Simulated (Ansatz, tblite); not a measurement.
Cost and result up the ladder for the cluster Zn2S⁺ (the lowest doublet isomer of a short search) (3 atoms). Charge 1, multiplicity 2. Geometry: r2SCAN-D4/def2-TZVP.

Cartesian coordinates in Å:
```
Zn 1.5071 0.8968 0.6091
Zn -1.6365 -0.8575 0.1820
S 0.1294 -0.0393 -0.7911
```

Ansatz on 4 threads of Arm Neoverse V1 on a shared host; xTB runs through tblite on one thread. Times are rough, summed over both states, and most runs start from the orbitals of an earlier one. PBE-QIDH/def2-TZVP serves as the yardstick here, not as an exact answer. The other state is a quartet at its own geometry.

The xTB rows come from tblite. B3LYP takes the VWN-RPA correlation. Correlated methods freeze 23 core orbitals. The structure comes from a short search, and lower isomers may exist.

xTB has no spin-polarisation term.

```csv
level,functions,quartet − doublet (eV),difference from PBE-QIDH/def2-TZVP (eV),remarks
GFN2-xTB,17,1.26,0.26,–
r2SCAN-D4/def2-TZVP,133,1.07,0.07,–
CCSD(T)/def2-TZVPP,170,0.98,-0.02,large T1 (doublet)
GFN1-xTB,17,2.37,1.37,–
RPA@PBE/def2-TZVP,133,1.18,0.18,–
PBE-QIDH/def2-TZVP,133,1.00,0.00,–
ωB97X-V/def2-TZVP,133,0.90,-0.10,–
PBE-D4/def2-TZVP,133,1.30,0.30,–
PBE0-D4/def2-TZVP,133,1.07,0.08,–
CAM-B3LYP-D4/def2-TZVP,133,0.86,-0.13,–
B3LYP-D4/def2-TZVP (with forces),133,1.05,0.05,–
MP2/def2-TZVP,133,1.04,0.04,–
LDA (SPW92)/def2-TZVP,133,1.63,0.63,–
```

Question: Estimate how long each takes.

Answer: GFN1-xTB 0.004 s; GFN2-xTB 0.004 s; LDA (SPW92)/def2-TZVP 2.2 s; PBE-D4/def2-TZVP 3.9 s; MP2/def2-TZVP 6.1 s; RPA@PBE/def2-TZVP 6.4 s; PBE0-D4/def2-TZVP 7.1 s; CAM-B3LYP-D4/def2-TZVP 7.3 s; B3LYP-D4/def2-TZVP (with forces) 7.5 s; PBE-QIDH/def2-TZVP 11 s; r2SCAN-D4/def2-TZVP 11 s; ωB97X-V/def2-TZVP 25 s; CCSD(T)/def2-TZVPP 75 s. On shared hardware such times vary by a factor of up to 3.
